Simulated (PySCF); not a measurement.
Electrostatic potential from atomic charges

Species: `C1CS[C@@H]1CCC`. Coordinates (GFN2-xTB, Å) and charges (e) from the PBE0/pcSseg-1 density (PySCF):

| atom | x | y | z | Mulliken | IAO | Hirshfeld | ESP-fitted |
| --- | --- | --- | --- | --- | --- | --- | --- |
| C1 | -2.902 | 0.240 | -0.451 | -0.2532 | -0.4156 | -0.1164 | -0.4806 |
| C2 | -1.602 | -0.536 | -0.616 | -0.2808 | -0.2479 | -0.0681 | +0.1635 |
| C3 | -0.464 | 0.085 | 0.189 | -0.1471 | -0.2525 | -0.0760 | -0.2529 |
| C4 | 0.852 | -0.635 | -0.042 | -0.4064 | -0.1575 | -0.0194 | +0.1979 |
| C5 | 2.081 | 0.024 | 0.596 | -0.1214 | -0.2652 | -0.0703 | -0.5428 |
| C6 | 2.695 | 0.555 | -0.699 | -0.2863 | -0.3255 | -0.0715 | +0.2059 |
| S7 | 1.515 | -0.376 | -1.745 | -0.0201 | +0.0100 | -0.0273 | -0.3231 |
| H8 | -3.695 | -0.216 | -1.037 | +0.1153 | +0.1417 | +0.0409 | +0.1218 |
| H9 | -3.209 | 0.253 | 0.593 | +0.1056 | +0.1344 | +0.0374 | +0.1167 |
| H10 | -2.777 | 1.268 | -0.784 | +0.1093 | +0.1371 | +0.0395 | +0.1182 |
| H11 | -1.749 | -1.570 | -0.294 | +0.1133 | +0.1272 | +0.0348 | +0.0112 |
| H12 | -1.315 | -0.553 | -1.670 | +0.1298 | +0.1350 | +0.0281 | +0.0283 |
| H13 | -0.699 | 0.046 | 1.257 | +0.1224 | +0.1286 | +0.0370 | +0.0925 |
| H14 | -0.351 | 1.134 | -0.095 | +0.1125 | +0.1291 | +0.0323 | +0.1010 |
| H15 | 0.750 | -1.701 | 0.168 | +0.1473 | +0.1394 | +0.0345 | +0.0497 |
| H16 | 2.728 | -0.705 | 1.084 | +0.1304 | +0.1464 | +0.0447 | +0.1702 |
| H17 | 1.828 | 0.801 | 1.318 | +0.1258 | +0.1373 | +0.0418 | +0.1549 |
| H18 | 2.577 | 1.627 | -0.848 | +0.1513 | +0.1474 | +0.0378 | +0.0333 |
| H19 | 3.726 | 0.267 | -0.886 | +0.1522 | +0.1506 | +0.0403 | +0.0343 |

Points outside the species (Å): A (7.2, 0.0, -0.6); B (4.8, -1.8, -2.9); C (2.7, 4.2, 0.8).

Problem. Find the potential V = 14.3996 V·Å × Σ q/r of each set of charges at these points.

Solution. In volts:

| point | nearest atom | distance (Å) | Mulliken | IAO | Hirshfeld | ESP-fitted |
| --- | --- | --- | --- | --- | --- | --- |
| A | H19 | 3.50 | +0.071 | +0.041 | +0.030 | +0.070 |
| B | H19 | 3.08 | -0.146 | -0.082 | -0.030 | -0.185 |
| C | H18 | 3.06 | +0.130 | +0.037 | +0.034 | +0.142 |

Problem. How far are the other sets from the ESP-fitted one at these points?

Solution. Root-mean-square difference: Mulliken 0.023 V, IAO 0.086 V, Hirshfeld 0.111 V. The ESP scheme is a least-squares fit of atom-centred charges to the potential on four shells outside the van der Waals surface, with the total charge fixed.

Problem. What energy would a point charge of -1 e have at B in the field of the ESP charges, leaving out polarisation?

Solution. +0.185 eV = +17.8 kJ/mol, a repulsion.

The structure is a single GFN2-xTB conformer in the gas phase; no vibrational or solvent corrections.

Shape of the structure used: `[CH3:1][CH2:2][CH2:3][C@@H:4]1[CH2:5][CH2:6][S:7]1`: C1–C2–C3–C4 -176°, C2–C3–C4–C5 173°.
